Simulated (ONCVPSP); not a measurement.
# Configuration tests for Li (Z = 3) (ONCV)

```json
{"Element": "Li", "Generator": "ONCVPSP 4.0.1", "Type": "optimised norm-conserving Vanderbilt (ONCV)", "Functional": "PBEsol", "Relativity": "scalar-relativistic", "Frozen core": "none", "Valence charge": "3", "Reference configuration": "1s2 2s0.75 2p0.25", "Partial waves": "1s+2s: rc 1.05 bohr, ncon 3, nbas 6, qcut 12.6 1/bohr, 2 projectors; 2p: rc 4.00 bohr, ncon 3, nbas 7, qcut 1.7 1/bohr, 2 projectors, debl 1.1 Ha", "Local potential": "polynomial inside 1.00 bohr (lpopt 5, dvloc0 4 Ha)", "Core correction": "none"}
```

Energies are relative to the spin-unpolarised reference configuration 1s2 2s0.75 2p0.25; without spin polarisation the order of configurations can differ from experiment.

| valence configuration | charge | ΔE all-electron (eV) | error AE − PS (meV) |
| --- | --- | --- | --- |
| 1s2 2s1 2p0 | 0 | -0.441 | -1.1 |
| 1s2 2s0 2p0 | +1 | 4.745 | +9.4 |
| 1s1 2s1 2p0 | +1 | 67.335 | +588 |

What are ΔE and the potential's error for 1s2 2s0.5 2p0?

ΔE = 1.572 eV all-electron; the error (AE − PS) is +3.0 meV.

Levels in the configuration 1s1 2s1 2p0:

| level | all-electron (eV) | pseudo (eV) |
| --- | --- | --- |
| 1s | -85.195 | -83.865 |
| 2s | -12.290 | -12.219 |

Note: ghosts flagged at negative energy: p at -55.9 eV; no localised positive-energy state flagged. A true bound ghost makes a file unfit for plane-wave use.
